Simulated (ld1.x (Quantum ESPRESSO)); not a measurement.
# Building the TM semilocal potential for iron (Fe) (PBEsol, scalar-relativistic).

The input file (ld1.x (Quantum ESPRESSO) 7.5):

```
&input
   title='Fe', zed=26., rel=1, dft='PBESOL', iswitch=3,
   config='[Ar] 3d7 4s1 4p0',
   nld=3, rlderiv=2.85, eminld=-6.0, emaxld=5.0, deld=0.02
 /
 &inputp
   pseudotype=1, tm=.true., lloc=2,
   nlcc=.false.,
   file_pseudopw='Fe.pp', file_wfcaegen='ae.wfc', file_wfcncgen='nc.wfc'
 /
3
4S  1  0   1.00   0.00  2.60  2.60  0.0
3P  2  1   6.00   0.00  1.15  1.15  0.0
3D  3  2   7.00   0.00  1.70  1.70  0.0
 &test
   configts(1)='3p6 3d7 4s1 4p0'
 /
```

Command:

```bash
ld1.x < Fe.in > Fe.out
```

The program printed (shortened: banner, matrices, multipoles, cross overlaps and the repeated all-electron block are left out):

```
Program LD1 v.7.5
     --------------------------- All-electron run ----------------------------

     Fe
     scalar relativistic calculation

     atomic number is 26.00
     dft =PBESOL   lsd =0 sic =0 latt =0  beta=0.20 tr2=1.0E-14
     Exchange-correlation= PBESOL
                           (   1   4  10   8   0   0   0)
     mesh =1191 r(mesh) = 101.18024 a.u. xmin = -7.00 dx = 0.01250
     1 Ry =  13.60569312 eV, c = 137.03599908

     n l     nl                  e(Ry)          e(Ha)          e(eV)
     1 0     1S 1( 2.00)      -513.5517      -256.7758     -6987.2267
     2 0     2S 1( 2.00)       -59.8124       -29.9062      -813.7887
     2 1     2P 1( 6.00)       -50.9345       -25.4672      -692.9989
     3 0     3S 1( 2.00)        -6.5580        -3.2790       -89.2266
     3 1     3P 1( 6.00)        -4.0808        -2.0404       -55.5224
     3 2     3D 1( 7.00)        -0.2817        -0.1409        -3.8329
     4 0     4S 1( 1.00)        -0.3131        -0.1566        -4.2605
     4 1     4P 1( 0.00)        -0.0604        -0.0302        -0.8217

     final scf error:  3.9E-15 reached in  28 iterations

     Etot =   -2542.585374 Ry,   -1271.292687 Ha,  -34593.636339 eV

     Ekin =    2572.653948 Ry,    1286.326974 Ha,   35002.740130 eV
     Encl =   -6090.299184 Ry,   -3045.149592 Ha,  -82862.741729 eV
     Eh   =    1084.118245 Ry,     542.059123 Ha,   14750.180151 eV
     Exc  =    -109.058383 Ry,     -54.529191 Ha,   -1483.814891 eV

     normalization and overlap integrals

     s(1S/1S) =  1.000000  <r> =   0.0585  <r2> =    0.0046  r(max) =   0.0385
     s(2S/2S) =  1.000000  <r> =   0.2671  <r2> =    0.0843  r(max) =   0.2213
     s(2P/2P) =  1.000000  <r> =   0.2356  <r2> =    0.0682  r(max) =   0.1790
     s(3S/3S) =  1.000000  <r> =   0.8150  <r2> =    0.7682  r(max) =   0.6990
     s(3P/3P) =  1.000000  <r> =   0.8654  <r2> =    0.8864  r(max) =   0.7167
     s(3D/3D) =  1.000000  <r> =   1.2737  <r2> =    2.3300  r(max) =   0.7257
     s(4S/4S) =  1.000000  <r> =   3.1848  <r2> =   11.9041  r(max) =   2.5330
     s(4P/4P) =  1.000000  <r> =   5.1349  <r2> =   32.3848  r(max) =   3.6855

     ------------------------ End of All-electron run ------------------------

     --------------------- Generating NC pseudopotential ---------------------

      Generating local pot.: lloc=2, matching radius rcloc =   1.7000

      Wfc   4S  rcut= 2.630  Using Troullier-Martins method

      Wfc   3P  rcut= 1.152  Using Troullier-Martins method

     ------------------- End of pseudopotential generation -------------------

     Computing logarithmic derivative in   2.85243
     Message from routine run_pseudo:
     Warning: convergence not achieved
     Computing logarithmic derivative in   2.85243
     Computing the partial wave expansion
     R is outside the sphere for l=    0 j= 0.00
     R is outside the sphere for l=    1 j= 0.00
       no projector for channel:   2

     ---------------------- Testing the pseudopotential ----------------------

     Fe
     scalar relativistic calculation

     atomic number is 26.00   valence charge is 14.00
     dft =PBESOL   lsd =0 sic =0 latt =0  beta=0.20 tr2=1.0E-14
     mesh =1191 r(mesh) = 101.18024 xmin = -7.00 dx = 0.01250

     n l     nl             e AE (Ry)        e PS (Ry)    De AE-PS (Ry)
     2 1     3P   1( 6.00)       -4.08082       -4.08085        0.00003
     3 2     3D   1( 7.00)       -0.28171       -0.28171        0.00000
     1 0     4S   1( 1.00)       -0.31314       -0.31314        0.00000
     3 1     4P   1( 0.00)       -0.06039       -0.06106        0.00066

     eps = 1.4E-10  iter =201

     Etot =   -2542.585374 Ry,   -1271.292687 Ha,  -34593.636339 eV
     Etotps =  -174.281364 Ry,     -87.140682 Ha,   -2371.218759 eV

     Ekin =     111.405382 Ry,      55.702691 Ha,    1515.747441 eV
     Encl =    -442.277688 Ry,    -221.138844 Ha,   -6017.494503 eV
     Ehrt =     153.795810 Ry,      76.897905 Ha,    2092.498595 eV
     Ecxc =     -20.401040 Ry,     -10.200520 Ha,    -277.570287 eV
     Epseu=      23.196172 Ry,      11.598086 Ha,     315.599995 eV

     ---------------------- End of pseudopotential test ----------------------
```

Generation and configuration tests took about 2.3 s on one core of a shared server CPU.

Transferability test of the new file with ld1.x, input:

```
&input
   title='Fe', zed=26., rel=1, dft='PBESOL', iswitch=2,
   config='[Ar] 3d7 4s1 4p0'
 /
 &test
   file_pseudo='Fe.pp', nconf=8,
   configts(1)='3p6 3d7 4s1 4p0',
   configts(2)='3p6 3d6 4s2 4p0',
   configts(3)='3p6 3d6 4s1 4p0',
   configts(4)='3p6 3d6 4s0 4p0',
   configts(5)='3p6 3d6.5 4s1.5 4p0',
   configts(6)='3p6 3d4 4s0 4p0',
   configts(7)='3p6 3d7 4s0 4p0',
   configts(8)='3p6 3d6 4s1 4p1'
 /
```

```bash
ld1.x < Fe.test.in > Fe.test.out
```

Pseudopotential blocks of its output, shortened (energy terms left out; the distinct warnings before each block abridged to one line each):

```
     Warning: convergence not achieved
     ---------------------- Testing the pseudopotential ----------------------

     n l     nl             e AE (Ry)        e PS (Ry)    De AE-PS (Ry)
     2 1     3P   1( 6.00)       -4.08082       -4.08085        0.00003
     3 2     3D   1( 7.00)       -0.28171       -0.28171        0.00000
     1 0     4S   1( 1.00)       -0.31314       -0.31314        0.00000
     3 1     4P   1( 0.00)       -0.06039       -0.06106        0.00066

     eps = 3.6E-11  iter =201

     Etot =   -2542.585374 Ry,   -1271.292687 Ha,  -34593.636339 eV
     Etotps =  -174.281364 Ry,     -87.140682 Ha,   -2371.218759 eV

     ---------------------- End of pseudopotential test ----------------------

          Warning: convergence not achieved
     ---------------------- Testing the pseudopotential ----------------------

     n l     nl             e AE (Ry)        e PS (Ry)    De AE-PS (Ry)
     2 1     3P   1( 6.00)       -4.40434       -4.41914        0.01480  !
     3 2     3D   1( 6.00)       -0.55338       -0.55673        0.00335
     1 0     4S   1( 2.00)       -0.39031       -0.38914       -0.00117
     3 1     4P   1( 0.00)       -0.09549       -0.09685        0.00136

     eps = 9.1E-12  iter =201

     Etot =   -2542.526533 Ry,   -1271.263267 Ha,  -34592.835771 eV
     Etotps =  -174.220134 Ry,     -87.110067 Ha,   -2370.385675 eV
     dEtot_ae =       0.058841 Ry
     dEtot_ps =       0.061231 Ry,   Delta E=      -0.002390 Ry

     ---------------------- End of pseudopotential test ----------------------

          Warning: convergence not achieved
     ---------------------- Testing the pseudopotential ----------------------

     n l     nl             e AE (Ry)        e PS (Ry)    De AE-PS (Ry)
     2 1     3P   1( 6.00)       -5.03237       -5.04306        0.01069  !
     3 2     3D   1( 6.00)       -1.17477       -1.17723        0.00245
     1 0     4S   1( 1.00)       -0.90596       -0.90548       -0.00048
     3 1     4P   1( 0.00)       -0.53612       -0.53821        0.00210

     eps = 6.2E-12  iter =201

     Etot =   -2541.883795 Ry,   -1270.941898 Ha,  -34584.090871 eV
     Etotps =  -173.578350 Ry,     -86.789175 Ha,   -2361.653762 eV
     dEtot_ae =       0.701579 Ry
     dEtot_ps =       0.703014 Ry,   Delta E=      -0.001435 Ry

     ---------------------- End of pseudopotential test ----------------------

          ---------------------- Testing the pseudopotential ----------------------

     n l     nl             e AE (Ry)        e PS (Ry)    De AE-PS (Ry)
     2 1     3P   1( 6.00)       -5.75858       -5.76838        0.00980  !
     3 2     3D   1( 6.00)       -1.88776       -1.89338        0.00562  !
     1 0     4S   1( 0.00)       -1.46946       -1.47362        0.00416
     3 1     4P   1( 0.00)       -1.03466       -1.03896        0.00430

     eps = 2.0E-15  iter = 14

     Etot =   -2540.699320 Ry,   -1270.349660 Ha,  -34567.975261 eV
     Etotps =  -172.392428 Ry,     -86.196214 Ha,   -2345.518479 eV
     dEtot_ae =       1.886054 Ry
     dEtot_ps =       1.888936 Ry,   Delta E=      -0.002881 Ry

     ---------------------- End of pseudopotential test ----------------------

          Warning: convergence not achieved
     ---------------------- Testing the pseudopotential ----------------------

     n l     nl             e AE (Ry)        e PS (Ry)    De AE-PS (Ry)
     2 1     3P   1( 6.00)       -4.22872       -4.23570        0.00698  !
     3 2     3D   1( 6.50)       -0.40466       -0.40661        0.00195
     1 0     4S   1( 1.50)       -0.34942       -0.34882       -0.00059
     3 1     4P   1( 0.00)       -0.07665       -0.07756        0.00091

     eps = 6.0E-11  iter =201

     Etot =   -2542.580272 Ry,   -1271.290136 Ha,  -34593.566918 eV
     Etotps =  -174.275663 Ry,     -87.137832 Ha,   -2371.141191 eV
     dEtot_ae =       0.005102 Ry
     dEtot_ps =       0.005701 Ry,   Delta E=      -0.000599 Ry

     ---------------------- End of pseudopotential test ----------------------

          ---------------------- Testing the pseudopotential ----------------------

     n l     nl             e AE (Ry)        e PS (Ry)    De AE-PS (Ry)
     2 1     3P   1( 6.00)       -8.65631       -8.68354        0.02723  !
     3 2     3D   1( 4.00)       -4.65504       -4.62780       -0.02725  !
     1 0     4S   1( 0.00)       -3.19327       -3.24295        0.04969  !
     3 1     4P   1( 0.00)       -2.58439       -2.60377        0.01938  !

     eps = 7.0E-15  iter = 12

     Etot =   -2534.287505 Ry,   -1267.143752 Ha,  -34480.738072 eV
     Etotps =  -165.983733 Ry,     -82.991867 Ha,   -2258.323737 eV
     dEtot_ae =       8.297870 Ry
     dEtot_ps =       8.297631 Ry,   Delta E=       0.000239 Ry

     ---------------------- End of pseudopotential test ----------------------

          ---------------------- Testing the pseudopotential ----------------------

     n l     nl             e AE (Ry)        e PS (Ry)    De AE-PS (Ry)
     2 1     3P   1( 6.00)       -4.64562       -4.64017       -0.00545  !
     3 2     3D   1( 7.00)       -0.84291       -0.84227       -0.00064
     1 0     4S   1( 0.00)       -0.78389       -0.78480        0.00091
     3 1     4P   1( 0.00)       -0.44991       -0.45124        0.00133

     eps = 6.6E-15  iter = 19

     Etot =   -2542.041982 Ry,   -1271.020991 Ha,  -34586.243109 eV
     Etotps =  -173.737572 Ry,     -86.868786 Ha,   -2363.820083 eV
     dEtot_ae =       0.543392 Ry
     dEtot_ps =       0.543793 Ry,   Delta E=      -0.000400 Ry

     ---------------------- End of pseudopotential test ----------------------

          Warning: convergence not achieved
     ---------------------- Testing the pseudopotential ----------------------

     n l     nl             e AE (Ry)        e PS (Ry)    De AE-PS (Ry)
     2 1     3P   1( 6.00)       -4.53209       -4.54087        0.00878  !
     3 2     3D   1( 6.00)       -0.67642       -0.67713        0.00071
     1 0     4S   1( 1.00)       -0.46829       -0.46679       -0.00149
     3 1     4P   1( 1.00)       -0.15574       -0.15634        0.00060

     eps = 5.8E-12  iter =201

     Etot =   -2542.222653 Ry,   -1271.111327 Ha,  -34588.701273 eV
     Etotps =  -173.918588 Ry,     -86.959294 Ha,   -2366.282942 eV
     dEtot_ae =       0.362721 Ry
     dEtot_ps =       0.362776 Ry,   Delta E=      -0.000055 Ry

     ---------------------- End of pseudopotential test ----------------------
```
